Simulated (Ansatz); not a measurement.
Geometry optimisation, Ansatz, RHF/def2-SVP.

The input (input.yaml):

```yaml
crystal:
  periodic: [false, false, false]
  atoms:
    - { symbol: Zn, position_ang: [0.0, 0.0, 0.0] }
    - { symbol: Cl, position_ang: [0.0, 0.0, 2.59] }
    - { symbol: Cl, position_ang: [0.0, 0.0, -2.24] }
    - { symbol: F, position_ang: [-1.898, 0.0, 0.6306] }
    - { symbol: H, position_ang: [-1.4168, 0.0, 1.7691] }
basis:
  gaussian: { orbitals: def2-SVP }
hamiltonian:
  xc: hf
relax:
  f_tol: 0.15
  max_steps: 25
  restrain:
    - { distance: [0, 3], at: 2.9, k: 30.0 }
    - { distance: [4, 1], at: 2.57, k: 30.0 }
    - { distance: [0, 1], at: 2.24, k: 30.0 }
    - { distance: [4, 3], at: 0.92, k: 30.0 }
```

Command:

```bash
$ ansatz run input.yaml --threads 1 --pin off --max-ram 2048MiB --backend cpu --events-out ev --progress --plain --runs-dir out
```

Task: Where does it end, and by what steps?

Result: It converged. The restraints hold the end off the free minimum. After 5 steps the energy has fallen by 1.361 eV (the restraints' own energy left out); H5 moved furthest, 0.63 Å. Parted: Zn1–F4 (2.00 → 2.89 Å). Joined: F4–H5 (1.24 → 0.91 Å).

```
step  energy less start (eV)  largest force component (eV/Å)  accepted
   0                  0.0000                           2.557       yes
   1                 -0.4376                           3.729       yes
   2                 -0.8329                           2.163       yes
   3                 -1.0917                           1.580       yes
   4                 -1.2983                           1.024       yes
   5                 -1.3611                           0.809       yes
```

```xyz
5
Properties=species:S:1:pos:R:3
Zn 0.333 0.000 -0.005
Cl 0.480 0.000 2.205
Cl 0.330 0.000 -2.133
F -2.406 0.000 0.921
H -2.052 0.000 1.760
```

The run took 12 s on 1 thread of Intel(R) Xeon(R) Platinum 8488C (Sapphire Rapids), on a shared host, peak memory 0.19 GiB.
